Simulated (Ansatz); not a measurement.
Start from `SB1CO1` and change one atom or group to get `C[Se]B1CO1`.

Ansatz, PBE0-D4/def2-TZVP geometries, multiplicity 1. Each molecule was computed in one conformer, which needn't be the lowest.

Scalar relativity is left out up to krypton.

| property | `SB1CO1` |
| --- | --- |
| HOMO–LUMO gap (PBE0/def2-TZVPP) / eV | 8.26 |
| LUMO energy (PBE/def2-TZVPP) / eV | -0.89 |
| HOMO–LUMO gap (ωB97M-V/def2-TZVPP) / eV | 12.28 |
| HOMO energy (PBE/def2-TZVPP) / eV | -6.86 |
| size of the dipole moment (ωB97M-V/def2-TZVPP) / D | 0.63 |
| HOMO–LUMO gap (B3LYP/def2-TZVPP) / eV | 7.80 |

Give the same properties after the change, and the shifts. (Estimate.)

Ansatz gave: 
```json
{"property": "HOMO–LUMO gap (PBE0/def2-TZVPP) / eV", "`C[Se]B1CO1`": "7.13", "shift": "-1.13"}
{"property": "LUMO energy (PBE/def2-TZVPP) / eV", "`C[Se]B1CO1`": "-0.91", "shift": "-0.02"}
{"property": "HOMO–LUMO gap (ωB97M-V/def2-TZVPP) / eV", "`C[Se]B1CO1`": "10.98", "shift": "-1.30"}
{"property": "HOMO energy (PBE/def2-TZVPP) / eV", "`C[Se]B1CO1`": "-5.98", "shift": "0.88"}
{"property": "size of the dipole moment (ωB97M-V/def2-TZVPP) / D", "`C[Se]B1CO1`": "2.79", "shift": "2.16"}
{"property": "HOMO–LUMO gap (B3LYP/def2-TZVPP) / eV", "`C[Se]B1CO1`": "6.63", "shift": "-1.17"}
```

With PBE0 the HOMO rises by 1.03 eV and the LUMO falls by 0.10 eV, so the gap narrows by about 1.13 eV. PBE moves the HOMO by 0.88 eV and ωB97M-V by 1.08 eV. Dipoles are sizes alone; their direction can turn.

B3LYP here is the variant with VWN-RPA as its local correlation; programs differ in this.

Spin–orbit coupling is left out; it splits and shifts lone-pair levels of the heavy atoms by tenths of an eV.
